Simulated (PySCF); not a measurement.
# Basis-set dependence of population analyses: `N[SiH](CF)CF`

Compound: C2H7F2NSi.
Z-matrix (Å and degrees, PBE0-D3(BJ)/def2-SVP geometry), rows numbered from 1:
```
N 
Si  1  1.7320
C   2  1.8940  1  105.54
F   3  1.3871  2  108.96  1   -56.56
C   2  1.8967  1  110.04  3   116.97
F   5  1.3851  2  108.69  1  -178.04
H   1  1.0161  2  115.38  3    30.78
H   1  1.0144  2  120.26  3   165.95
H   2  1.4979  1  115.70  3  -120.52
H   3  1.1036  2  111.73  1  -177.45
H   3  1.1052  2  110.79  1    62.87
H   5  1.1052  2  110.67  1   -58.20
H   5  1.1051  2  112.36  1    61.15
```

PBE0 throughout (PySCF), one geometry, spherical d and f functions. The structure is a single PBE0-D3(BJ)/def2-SVP conformer in the gas phase; no vibrational or solvent corrections. Atoms taken as equivalent share a column and are averaged. The first 7 of 8 kinds of atom are listed.

Mulliken charges (e):

```json
{"basis": "STO-3G", "functions": "41", "N1": "-0.591", "Si2": "+0.780", "C3/C5": "-0.213", "F4/F6": "-0.121", "H7/H8": "+0.168", "H9": "-0.131", "H10/H12": "+0.069"}
{"basis": "6-31G", "functions": "72", "N1": "-1.001", "Si2": "+0.973", "C3/C5": "-0.294", "F4/F6": "-0.346", "H7/H8": "+0.338", "H9": "-0.123", "H10/H12": "+0.192"}
{"basis": "pcSseg-0", "functions": "72", "N1": "-1.065", "Si2": "+1.367", "C3/C5": "-0.566", "F4/F6": "-0.381", "H7/H8": "+0.328", "H9": "-0.061", "H10/H12": "+0.253"}
{"basis": "6-31G*", "functions": "102", "N1": "-0.930", "Si2": "+0.687", "C3/C5": "-0.195", "F4/F6": "-0.343", "H7/H8": "+0.355", "H9": "-0.091", "H10/H12": "+0.179"}
{"basis": "cc-pVDZ", "functions": "123", "N1": "-0.316", "Si2": "+0.402", "C3/C5": "+0.033", "F4/F6": "-0.254", "H7/H8": "+0.113", "H9": "-0.079", "H10/H12": "+0.055"}
{"basis": "def2-SVP", "functions": "123", "N1": "-0.411", "Si2": "+0.531", "C3/C5": "+0.012", "F4/F6": "-0.292", "H7/H8": "+0.142", "H9": "-0.088", "H10/H12": "+0.065"}
{"basis": "aug-cc-pVDZ", "functions": "205", "N1": "-0.391", "Si2": "+0.840", "C3/C5": "+0.702", "F4/F6": "-0.453", "H7/H8": "-0.023", "H9": "+0.203", "H10/H12": "-0.272"}
{"basis": "6-311+G(2d,p)", "functions": "212", "N1": "-0.881", "Si2": "+1.088", "C3/C5": "-0.393", "F4/F6": "-0.256", "H7/H8": "+0.250", "H9": "-0.061", "H10/H12": "+0.167"}
{"basis": "def2-TZVP", "functions": "234", "N1": "-0.640", "Si2": "+0.363", "C3/C5": "-0.084", "F4/F6": "-0.236", "H7/H8": "+0.247", "H9": "-0.038", "H10/H12": "+0.119"}
{"basis": "cc-pVTZ", "functions": "282", "N1": "-0.364", "Si2": "+0.325", "C3/C5": "+0.018", "F4/F6": "-0.236", "H7/H8": "+0.146", "H9": "-0.069", "H10/H12": "+0.067"}
{"basis": "IGLO-III", "functions": "289", "N1": "-0.737", "Si2": "+0.945", "C3/C5": "-0.214", "F4/F6": "-0.286", "H7/H8": "+0.219", "H9": "-0.180", "H10/H12": "+0.140"}
{"basis": "pcSseg-2", "functions": "321", "N1": "-0.554", "Si2": "+0.700", "C3/C5": "+0.049", "F4/F6": "-0.306", "H7/H8": "+0.162", "H9": "-0.134", "H10/H12": "+0.048"}
```

IAO charges (e):

```tsv
basis	functions	N1	Si2	C3/C5	F4/F6	H7/H8	H9	H10/H12
STO-3G	41	-0.691	+0.930	-0.344	-0.146	+0.195	-0.126	+0.120
6-31G	72	-0.821	+0.912	-0.270	-0.301	+0.271	-0.117	+0.159
pcSseg-0	72	-0.796	+0.934	-0.283	-0.292	+0.258	-0.122	+0.157
6-31G*	102	-0.840	+1.020	-0.251	-0.312	+0.266	-0.154	+0.144
cc-pVDZ	123	-0.832	+1.012	-0.249	-0.315	+0.264	-0.154	+0.146
def2-SVP	123	-0.825	+1.026	-0.248	-0.316	+0.261	-0.159	+0.144
aug-cc-pVDZ	205	-0.862	+1.023	-0.252	-0.332	+0.276	-0.150	+0.154
6-311+G(2d,p)	212	-0.872	+1.055	-0.262	-0.333	+0.277	-0.158	+0.155
def2-TZVP	234	-0.871	+1.065	-0.261	-0.332	+0.275	-0.161	+0.153
cc-pVTZ	282	-0.866	+1.052	-0.259	-0.329	+0.274	-0.159	+0.152
IGLO-III	289	-0.875	+1.065	-0.263	-0.333	+0.277	-0.160	+0.154
pcSseg-2	321	-0.874	+1.063	-0.261	-0.332	+0.277	-0.161	+0.154
```

Some averages cover members that differ in this geometry, most widely: H7/H8, Mulliken in aug-cc-pVDZ -0.070 to +0.023; H10/H12, Mulliken in aug-cc-pVDZ -0.306 to -0.237; H7/H8, Mulliken in IGLO-III +0.204 to +0.233; C3/C5, Mulliken in 6-311+G(2d,p) -0.406 to -0.380 e.

Which scheme is steadiest as the basis changes?

Largest range over the bases for any column: IAO 0.19 e, Mulliken 1.27 e. IAO charges move least and Mulliken charges most, counted in e. Without the minimal STO-3G basis the ranges are IAO 0.15, Mulliken 1.27 e.

How much do the charges still move between the two largest bases, IGLO-III and pcSseg-2?

At most, over all atoms: Mulliken 0.266 e, IAO 0.002 e.

What do the same runs give for the total energy, the frontier levels and the dipole moment?

```tsv
basis	energy (Eh)	HOMO (eV)	LUMO (eV)	μ (D)
STO-3G	-615.9981	-3.73	7.39	1.17
6-31G	-623.7410	-7.23	0.76	2.13
pcSseg-0	-622.7620	-7.33	0.85	2.30
6-31G*	-623.8500	-7.30	0.88	2.04
cc-pVDZ	-623.8933	-7.32	0.88	2.07
def2-SVP	-623.5402	-7.41	0.86	2.15
aug-cc-pVDZ	-623.9349	-7.62	-0.36	1.99
6-311+G(2d,p)	-624.0142	-7.68	-0.25	2.06
def2-TZVP	-624.0469	-7.63	0.24	2.05
cc-pVTZ	-624.0320	-7.56	0.41	2.02
IGLO-III	-624.0564	-7.65	0.09	2.03
pcSseg-2	-624.0542	-7.69	0.01	2.06
```

The dipole is fixed by the density alone, so its range of 1.13 D shows that the density itself changes with the basis, not only its division among atoms.
